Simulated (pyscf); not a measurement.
# HS–ZnH (SMILES [SH][ZnH]), singlet

Gas-phase minimum from PySCF at ωB97X-D3(BJ)/def2-SVP, one conformer. 

SMILES: [ZnH][SH]
```xyz
4

S      1.1817     1.2956     0.6571
Zn     0.2124     0.2439    -0.9843
H      0.2807     0.8626     1.5635
H     -0.4679    -0.4959    -2.1447
```

Bonded distances (Å): S1–Zn2 2.177, S1–H3 1.349, Zn2–H4 1.535. Angles (°): Zn2–S1–H3 93.1, S1–Zn2–H4 179.8.

Properties at ωB97X-D3(BJ)/def2-SVP:

- Harmonic wavenumbers, unscaled = 403, 415, 439, 630, 1912, 2744 cm⁻¹
- Zero-point energy = 9.4 kcal/mol
- Rotational symmetry number = 1
- Entropy of this conformer at 298 K and 1 atm, rigid rotor and harmonic oscillator, modes under 100 cm⁻¹ raised to 100 = 269.1 J/(mol K)
- Dipole moment = 1.56 D

Single-point totals, which compare only within one level (frozen core for MP2 and CC):

| level | total energy (hartree) |
|---|---|
| ωB97X-D3(BJ)/def2-TZVP | -2178.80171 |
| PBE/def2-TZVP | -2178.38016 |
| r²SCAN/def2-TZVP | -2178.78003 |
| B3LYP-D3(BJ)/def2-TZVP | -2178.89881 |
| PBE0-D3(BJ)/def2-TZVP | -2178.43382 |
| M06-2X/def2-TZVP | -2178.77287 |
| ωB97M-D3(BJ)/def2-TZVP | -2178.89969 |
| HF/def2-TZVPP | -2176.53179 |
| MP2/def2-TZVPP | -2177.55392 |
| CCSD/def2-TZVPP | -2177.49403 |
| CCSD(T)/def2-TZVPP | -2177.52053 |

The CCSD(T) − MP2 part came from Ansatz, without density fitting, on the same reference. The frozen core leaves the outer d or s,p core shells of the metals and heavy elements correlated in the MP2 and CC values, and def2-TZVPP describes them poorly, so these totals are far from the basis limit. Elements up to Kr have no core potential and no relativistic terms here.
